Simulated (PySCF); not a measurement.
## Pb (lead, neutral) across methods

[Xe] 4f14 5d10 6s2 6p2, high-spin 3P determinant. Computed with PySCF 2.14 in aug-cc-pVQZ-PP with one added diffuse shell each of s, p, d, f, g type with ECP60MDF (8s8p6d4f3g, 117 functions), with a scalar-relativistic core potential. The B2PLYP total includes its PT2 part (frozen core); its orbital energies are those of the SCF part.

```csv
method,E (hartree),mean ε 6s α (eV),mean ε 6s β (eV),mean ε 6p α (eV),Σ⟨r²⟩ (bohr²),⟨S²⟩
TPSSh,-192.7755,-12.910,-11.554,-4.292,65.99,2.002
PBE0,-192.8377,-13.689,-12.182,-4.797,65.98,2.003
r2SCAN,-192.9265,-12.757,-11.415,-4.199,65.65,2.005
LDA,-192.5694,-12.575,-11.744,-4.008,66.26,2.001
PBE,-192.8657,-12.309,-11.335,-3.922,66.50,2.002
B2PLYP,-192.5135,-14.848,-12.874,-5.466,66.35,2.004
BLYP,-192.8139,-12.097,-11.356,-3.694,66.87,2.001
```

(1) Estimate the same row for UHF.

Energies and moments cover only the electrons outside the core potential. Spin-orbit coupling is strong in this species (close to jj coupling), so the high-spin LS determinant is a model state, not a physical level.

Answers

(1) E (hartree) = -191.83618; mean ε 6s α (eV) = -16.959; mean ε 6s β (eV) = -13.696; mean ε 6p α (eV) = -6.942; Σ⟨r²⟩ (bohr²) = 66.67; ⟨S²⟩ = 2.011.
